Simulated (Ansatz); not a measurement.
## Which method gave which barrier?

Saddle point of Si2H5Cl3O, closed shell (SiHCl₃ ([Cl][SiH]([Cl])[Cl]) + SiH₄O ([OH][SiH3]) → Si₂H₃Cl₃O ([SiH3][O][Si]([Cl])([Cl])[Cl]) + H₂; bonds formed: Si1–O7, H2–H6; bonds broken: Si1–H2, H6–O7), PBE0-D4/def2-TZVP structure:

| atom | x (Å) | y (Å) | z (Å) |
| --- | --- | --- | --- |
| Si1 | -0.1026 | -1.0803 | -0.9083 |
| H2 | 1.3042 | -1.6837 | -0.2539 |
| Cl3 | 0.8107 | -1.0138 | -2.7418 |
| Cl4 | -1.0601 | -2.8136 | -0.3804 |
| Cl5 | -1.7966 | 0.0966 | -1.3538 |
| H6 | 1.1901 | -0.7404 | 0.3762 |
| O7 | 0.3968 | 0.0587 | 0.3569 |
| Si8 | -0.1111 | 1.5185 | 1.0739 |
| H9 | -0.1228 | 2.5737 | 0.0429 |
| H10 | -1.4345 | 1.3079 | 1.6911 |
| H11 | 0.9261 | 1.7765 | 2.0975 |

Program: Ansatz 0.2.0. Basis: def2-TZVPP, with def2-QZVPP for the basis limit. Cores are frozen in the correlated methods. Extrapolation: Hartree–Fock as exp(−7.88 √X), correlation as X^−2.97. Four methods, as single points on the PBE0-D4 structures, gave these electronic barriers from the start structure: 20.28, 32.43, 34.28, 52.03 kcal/mol.

(1) The methods were, in alphabetical order, HF, MP2, PBE0-D4, SPW92. Which gave which? (A judgement: the text doesn't fix the answer.)

The T1 diagnostic stays at or below 0.011.

Results:

(1) By the calculation: SPW92 20.28; PBE0-D4 32.43; MP2 34.28; HF 52.03 kcal/mol. For comparison, CCSD(T) at an estimated basis limit (MP2 extrapolated from triple and quadruple zeta, plus CCSD(T) − MP2 in triple zeta) gives 35.53 kcal/mol.

Labels in which every atom is bracketed show which atoms are joined, not bond orders.

For scale, one of the runs: CCSD(T)/def2-TZVPP, 311 basis functions, launched by `ansatz run in.yaml --threads 4 --pin off --events-out ev --progress --plain --max-ram 66560MiB --backend cuda --devices 0, --max-vram 37GiB`. The run took 14 s on 4 CPU threads of an AMD EPYC 7R13 and a share of one NVIDIA H100 (shared host), with 0.84 GiB of host memory at its peak.
